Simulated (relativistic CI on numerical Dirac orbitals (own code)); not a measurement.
## Hyperfine structure of Tc²³⁺, mass number 99

Computed by Dirac-Coulomb-Breit CI, orbitals from a KLI potential per configuration, a model potential for QED, unscaled Slater integrals (own radial code, finite nucleus).

Configurations in the expansion (outside the closed core [Ne]): 3s²3p⁶3d², 3s²3p⁵3d³, 3s3p⁶3d³, 3s²3p⁶3d4s, 3s²3p⁶3d4p, 3s²3p⁶3d4d, 3s²3p⁶3d4f, 3s²3p⁵3d²4s, 3s²3p⁵3d²4p, 3s²3p⁶4s², 3s²3p⁵3d²4d, 3p⁶3d⁴, 3p⁵3d⁵. Double excitations out of closed p, d and f shells are left out; levels of such configurations are missing from the list, as are those of other unlisted configurations, and high levels can miss mixing partners. These lack a partner that the ground configuration has and come out too high: 3s²3p⁵3d²4s, 3s²3p⁵3d²4p, 3s²3p⁵3d²4d.

Nuclear spin I = 9/2, μ = 5.678 μN, Q = -0.129 b (tables of Stone and Pyykkö). The electronic factors are computed for point nuclear moments, without core polarisation or the Bohr-Weisskopf and QED corrections.

```csv
Level,E (eV),A (MHz),B (MHz)
3s²3p⁶3d² ³F2,0.000,16830,-359
3s²3p⁶3d² ³F3,3.934,10010,-534
3s²3p⁶3d² ³F4,7.311,8316,-907
3s²3p⁶3d² ¹D2,9.524,8646,638
3s²3p⁶3d² ³P1,10.979,-56.68,-514
3s²3p⁶3d² ¹G4,15.020,9602,-2780
3s²3p⁶3d² ³P2,15.228,6865,902
3s²3p⁵3d³ ⁵D°1,124.031,26740,-3070
```

Levels with J = 0, under 50 % of one LS term, or S terms without an open s electron are left out. Small factors come from cancelling terms and can be off by tens of per cent or more.

At this charge energies of transitions that change n are usually good to better than 1 %, and those within a shell (Δn = 0) to a few per cent. Terms inside the open d or f shell come out 10 to 20 % too wide with unscaled integrals.

Question: Give the hyperfine levels of 3s²3p⁶3d² ³F2 relative to its centre of gravity.

Answer: With K = F(F + 1) − I(I + 1) − J(J + 1), E = AK/2 + B[¾K(K + 1) − I(I + 1)J(J + 1)]/[2I(2I − 1)J(2J − 1)]: F = 5/2: -185300, F = 7/2: -126200, F = 9/2: -50380, F = 11/2: 42170, F = 13/2: 151400 MHz.

LS names give the leading component of a level, which can be under half, so a name can repeat, a term be missing and a line seem to break the LS rules.
